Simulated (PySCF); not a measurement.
Species: C7H8NPS.
Atom-mapped SMILES: `[CH:1]#[C:2][c:3]1[p:4][cH:5][s:6][c:7]1[N:8]([CH3:9])[CH3:10]` (hydrogens: H11 on C1; H12 on C5; H13, H14, H15 on C9; H16, H17, H18 on C10)

The same species was optimised twice, with GFN2-xTB and with PBE0-D3(BJ)/def2-SVP (PySCF), and the same property calculations (PySCF, gas phase) were run on both structures.

```tsv
coordinate	GFN2-xTB	PBE0-D3(BJ)/def2-SVP	change
C3–C7 (Å)	1.380	1.397	+0.017
C1≡C2 (Å)	1.203	1.216	+0.013
C2–C3 (Å)	1.409	1.418	+0.009
C5–S6 (Å)	1.718	1.710	-0.008
C3–P4 (Å)	1.783	1.787	+0.004
S6–C7 (Å)	1.746	1.744	-0.002
C7–N8 (Å)	1.370	1.372	+0.002
P4–C5 (Å)	1.697	1.699	+0.002
N8–C10 (Å)	1.443	1.441	-0.002
N8–C9 (Å)	1.447	1.448	+0.001
C1–C2–C3 (°)	175.3	177.1	+1.8
C5–S6–C7 (°)	95.6	96.8	+1.2
C7–N8–C10 (°)	117.5	118.6	+1.1
C3–C7–N8 (°)	127.1	128.1	+1.0
C3–C7–S6 (°)	114.8	114.1	-0.7
C9–N8–C10 (°)	113.9	114.6	+0.7
P4–C5–S6 (°)	118.6	118.0	-0.6
C3–P4–C5 (°)	93.4	94.0	+0.6
S6–C7–N8–C9 (°)	-138	-137	+1
```

Rotational constants: A = 1229, B = 1080, C = 593.3 MHz (GFN2-xTB) against A = 1217, B = 1067, C = 588.9 MHz (PBE0-D3(BJ)/def2-SVP). Point groups within 0.08 Å: C1 and C1.

On the GFN2-xTB structure: HOMO (eV) -5.86 [PBE0/pcSseg-1]; LUMO (eV) -1.13 [PBE0/pcSseg-1]; dipole (D) 3.35 [PBE0/pcSseg-1]; GIAO shielding of C1 (ppm) 90.1 [PBE0/pcSseg-1]; GIAO shielding of C2 (ppm) 102.8 [PBE0/pcSseg-1]; GIAO shielding of C3 (ppm) 69.0 [PBE0/pcSseg-1]; GIAO shielding of P4 (ppm) 48.5 [PBE0/pcSseg-1]; GIAO shielding of C5 (ppm) 34.5 [PBE0/pcSseg-1]; GIAO shielding of S6 (ppm) 212.5 [PBE0/pcSseg-1]; GIAO shielding of C7 (ppm) 7.5 [PBE0/pcSseg-1]; GIAO shielding of N8 (ppm) 181.9 [PBE0/pcSseg-1].

Problem. What do these properties become on the PBE0-D3(BJ)/def2-SVP structure?

Solution. 
| property | level | on GFN2-xTB | on PBE0-D3(BJ)/def2-SVP | change |
| --- | --- | --- | --- | --- |
| HOMO (eV) | PBE0/pcSseg-1 | -5.86 | -5.87 | -0.01 |
| LUMO (eV) | PBE0/pcSseg-1 | -1.13 | -1.12 | +0.01 |
| dipole (D) | PBE0/pcSseg-1 | 3.35 | 3.38 | +0.03 |
| energy, GFN2-xTB geometry as zero (kcal/mol) | PBE0/pcSseg-1 | 0.0 | -0.6 | -0.6 |
| GIAO shielding of C1 (ppm) | PBE0/pcSseg-1 | 90.1 | 88.2 | -1.9 |
| GIAO shielding of C2 (ppm) | PBE0/pcSseg-1 | 102.8 | 102.3 | -0.5 |
| GIAO shielding of C3 (ppm) | PBE0/pcSseg-1 | 69.0 | 66.0 | -3.0 |
| GIAO shielding of P4 (ppm) | PBE0/pcSseg-1 | 48.5 | 46.2 | -2.3 |
| GIAO shielding of C5 (ppm) | PBE0/pcSseg-1 | 34.5 | 35.6 | +1.1 |
| GIAO shielding of S6 (ppm) | PBE0/pcSseg-1 | 212.5 | 210.1 | -2.4 |
| GIAO shielding of C7 (ppm) | PBE0/pcSseg-1 | 7.5 | 6.3 | -1.2 |
| GIAO shielding of N8 (ppm) | PBE0/pcSseg-1 | 181.9 | 181.0 | -0.9 |

The heavy atoms differ by 0.030 Å rms after alignment. Among bonds between heavy atoms C3–C7 changes most (+0.017 Å). Changes are differences of the printed values. Neither structure is proved a minimum here.

Conformer computed: `[CH:1]#[C:2][c:3]1[p:4][cH:5][s:6][c:7]1[N:8]([CH3:9])[CH3:10]`: S6–C7–N8–C9 -137°.
